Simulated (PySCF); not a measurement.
## Removing an electron from `CB(C)[PH][GeH2][Br]`

Species: C2H9BBrGeP.
Cartesian coordinates in Å at the PBE0-D3(BJ)/def2-SVP level; atoms count from 1:
```
atom  x, y, z in Å
C1    -1.3038   -1.1670   -0.0806
B2    -0.7569    0.3024   -0.0205
C3    -1.0795    1.3416   -1.1463
P4     0.2885    0.8271    1.5052
Ge5    2.0331   -0.6154    1.1490
Br6    2.6981   -0.6448   -1.0889
H7    -1.0040   -1.8374    0.7373
H8    -2.4077   -1.1285   -0.1084
H9    -1.0013   -1.6249   -1.0391
H10   -1.1835    2.3780   -0.7911
H11   -0.1912    1.3352   -1.8086
H12   -1.9486    1.0740   -1.7665
H13    0.9438    1.9950    1.0136
H14    3.2815   -0.1825    1.9336
H15    1.6232   -2.0571    1.4852
```

Level: CAM-B3LYP/def2-SVPD (PySCF). Frontier orbitals with their largest atomic shares (Löwdin; up to four atoms above 4 %):

| orbital | ε (eV) | main atoms |
| --- | --- | --- |
| HOMO−3 | -10.30 | Br6 34 %, P4 22 %, Ge5 12 %, B2 11 % |
| HOMO−2 | -9.50 | Br6 81 %, Ge5 10 %, H15 4 % |
| HOMO−1 | -9.37 | Br6 40 %, P4 19 %, Ge5 14 %, B2 10 % |
| HOMO | -8.60 | ? |
| LUMO | -0.36 | B2 23 %, Ge5 18 %, P4 16 %, Br6 15 % |
| LUMO+1 | 0.20 | Br6 21 %, Ge5 19 %, P4 19 %, B2 16 % |
| LUMO+2 | 0.80 | B2 22 %, Ge5 21 %, Br6 10 %, P4 7 % |

Problem. What vertical ionisation energy does ΔSCF give, and how far is −ε(HOMO) from it?

Solution. ΔSCF: 9.23 eV (890 kJ/mol; threshold wavelength 134 nm); ⟨S²⟩ of the doublet left behind is 0.759, against 0.75 for a pure doublet. −ε(HOMO) is 8.60 eV, 0.63 eV below it. For the exact functional −ε(HOMO) would equal the first vertical ionisation energy; CAM-B3LYP (range-separated hybrid) falls short of its own ΔSCF value by 7 %.

Problem. On which atoms does the HOMO lie?

Solution. P4 (three-coordinate phosphorus) 54 %, Br6 (bromine bonded to Ge) 19 %, B2 (three-coordinate boron) 12 %, Ge5 (germanium bonded to Br, P and 2 H) 5 %. The HOMO−1 lies 0.77 eV lower.

Problem. And the vertical electron affinity, the fundamental gap, Mulliken's electronegativity and the hardness (with the factor ½)?

Solution. EA = -0.15 eV by ΔSCF (−ε(LUMO) = 0.36 eV); a negative value means that the added electron isn't bound at this geometry and level, and the number then depends on the basis. IE − EA = 9.38 eV against an orbital gap of 8.24 eV; (IE + EA)/2 = 4.54 eV; (IE − EA)/2 = 4.69 eV.

Problem. What kinetic energy would electrons from this vertical process carry with He I light (21.218 eV)?

Solution. 21.22 − 9.23 = 11.99 eV.

Problem. How many of the 10 lowest singlet excitations (vertical TDDFT, same level) lie below the ionisation energy?

Solution. All 10; they run from 5.00 to 6.94 eV.

Problem. With α = 119.5 au, estimate the like-pair dispersion coefficient by London's formula C6 = (3/4)α²I.

Solution. I = 0.3390 Eh, so C6 ≈ 3630 au, a rough estimate.

Isolated species at its PBE0-D3(BJ)/def2-SVP geometry (one conformer only). The calculation is non-relativistic, for germanium and bromine too.

These values come from a run that also computed excited states and ΔSCF ions. The run took 6.8 min on an Arm Neoverse V1 with one thread, on a shared host.
